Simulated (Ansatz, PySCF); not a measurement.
Dimer: H2 (SMILES [H][H]) (first 2 atoms) with CH2O2 (SMILES O=CO); geometry from B3LYP-D3(BJ)/def2-TZVP, rigid monomers moved along the line of their centres of mass till H2···H7 is 2.46 Å.
(charge 0, multiplicity 1):
```xyz
7

H      0.0150     0.4129    -0.4402
H     -0.0776    -0.1963    -0.0196
O     -0.1263    -1.1943     3.0377
C      0.0825    -0.1879     3.6528
O      0.2786     1.0240     3.1104
H      0.1425    -0.1184     4.7464
H      0.2199     0.9301     2.1442
```

Monomers are frozen at their geometry in the pair; levels with a basis set take the counterpoise correction.

Frozen-core correlation. CBS(a, b) extrapolates the correlation energy as X⁻³ and adds the Hartree–Fock energy of set b.

Programs: Ansatz (Gaussian basis) for Hartree–Fock, density functionals and correlated methods; PySCF for the dispersion terms. Each number belongs to the level named beside it.

### Question
What interaction energy does CCSD(T)/CBS(aug-cc-pVDZ, aug-cc-pVTZ) give?

### Answer
-39 meV

### Question
Estimate the interaction energy that wB97M-V/def2-TZVPPD returns for this input.

### Answer
-35 meV

### Question
What interaction energy does PBE0-D3(BJ)/def2-TZVPPD give?

### Answer
-44 meV

Ansatz is a program for electronic structure.
